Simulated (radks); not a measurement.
All-electron atom: Te4+ in [Kr] 4d10 5s2.

All-electron calculation, scalar-relativistic Kohn-Sham, LDA (Slater exchange, Perdew-Wang correlation), spin-polarised, spherical densities, finite nucleus; Fermi nuclear charge, rms radius 4.7423 fm. Program: a radial shooting solver on a logarithmic mesh with Libxc functionals.

Energy parts (hartree):
total: -6785.25236
kinetic: 7107.19549
electron-nucleus: -16342.17028
Hartree: 2618.26968
exchange-correlation: -168.54725

Orbitals (lengths in bohr, moments of r in powers of bohr; r(max) is where P^2 peaks):
orbital  occ.  eigenvalue (hartree)      <r>   r(max)
1s          2             -1162.586  0.02784  0.01796
2s          2             -179.6893   0.1200   0.1015
2p          6             -161.5750   0.1048  0.08124
3s          2             -37.02962   0.3226   0.2930
3p          6             -31.13902   0.3206   0.2865
3d         10             -22.20269   0.2969   0.2376
4s          2              -7.62225   0.7639   0.7003
4p          6              -5.79002   0.8195   0.7370
4d         10              -3.11430   0.9608   0.8089
5s          2              -1.97603    1.861    1.697

The highest occupied level is 5s at -53.770 eV. Summed over all electrons, <r^2> = 26.57 bohr^2, which gives a Langevin (diamagnetic) susceptibility term of -21 x 10^-6 cm^3/mol. For comparison, the ionisation energy in NIST's Atomic Spectra Database is 59 eV (measured). In exact Kohn-Sham theory the highest level is minus the ionisation energy, but local and semilocal functionals leave it too shallow, through self-interaction and a potential that decays too fast; potentials with the right tail come closer.
